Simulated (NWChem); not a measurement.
TiHF$_{3}$; SMILES [F][TiH]([F])[F]

Results from NWChem. Pople sets run with spherical d functions. All runs use the structure optimised with PBE0/def2-SVP. Ions are spin-unrestricted doublets at the neutral geometry; other ion states weren't tried. Functional: LC-ωPBE (HJS hole) with 6-31G*; rows give the range parameter ω in 1/bohr.

For range parameter (1/bohr) 0.10:

- −ε(HOMO) (eV) = 9.35

Question: How do the values read with range parameter (1/bohr) 0.05 instead?

Answer: 
- −ε(HOMO) (eV): 8.61
